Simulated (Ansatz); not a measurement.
`[SiH3][GaH][Cl]` + CH₃SH → `CS[SiH3]` + `[Cl][GaH2]` at 500 K and 1 bar (cleavage of the Si–Ga bond).

Isolated molecules relaxed with PBE0-D4/def2-TZVP in Ansatz; ΔE leaves out vibrations. CBS: MP2 limit from def2 TZ/QZ plus the TZ coupled-cluster correction, frozen cores. This one scheme is used for every species. For Ga outer-core shells are correlated without core-valence functions, which leaves a few kJ/mol of doubt a bond. Scalar relativity is left out up to krypton.

```json
{"species": "`[SiH3][GaH][Cl]`", "CCSD(T)/CBS energy (Eh)": "-2675.24391", "H − E (kJ/mol)": "124.3", "S (J/(mol·K))": "397.3"}
{"species": "CH₃SH", "CCSD(T)/CBS energy (Eh)": "-438.22835", "H − E (kJ/mol)": "145.1", "S (J/(mol·K))": "283.7"}
{"species": "`CS[SiH3]`", "CCSD(T)/CBS energy (Eh)": "-728.52947", "H − E (kJ/mol)": "205.2", "S (J/(mol·K))": "363.4"}
{"species": "`[Cl][GaH2]`", "CCSD(T)/CBS energy (Eh)": "-2384.95520", "H − E (kJ/mol)": "61.3", "S (J/(mol·K))": "294.0"}
```

H − E and S are ideal-gas, rigid-rotor, harmonic terms from PBE0-D4/def2-TZVP. 1 Eh = 2625.50 kJ/mol, R = 8.31446 J/(mol·K).

Question: By hand: ΔE, ΔH, ΔS and ΔG.

Answer: ΔE = (-728.52947) + (-2384.95520) − (-2675.24391) − (-438.22835) = -0.01241 Eh = -32.6 kJ/mol. Δ(H − E) = 205.2 + 61.3 − 124.3 − 145.1 = -2.9, so ΔH = -35.5 kJ/mol. ΔS = 363.4 + 294.0 − 397.3 − 283.7 = -23.6 J/(mol·K). ΔG = -35.5 − 500 × (-23.6)/1000 = -23.7 kJ/mol.

Question: By hand: the equilibrium constant, and the temperature at which ΔG would vanish if ΔH and ΔS stayed fixed.

Answer: log₁₀ K = −ΔG/(RT ln 10) = 2.5. ΔG = 0 at ΔH/ΔS = 1504 K.

ΔH outweighs TΔS. A doubt of 5 kJ/mol in ΔE shifts log₁₀ K by 0.5 here. Modes under 60 cm⁻¹, often nearly free rotors, make the harmonic entropy too high. These are equilibria of isolated gas molecules and say nothing of rates. Largest T1 diagnostic: 0.013 (customary marks: 0.02 for closed shells, 0.045 for open ones).
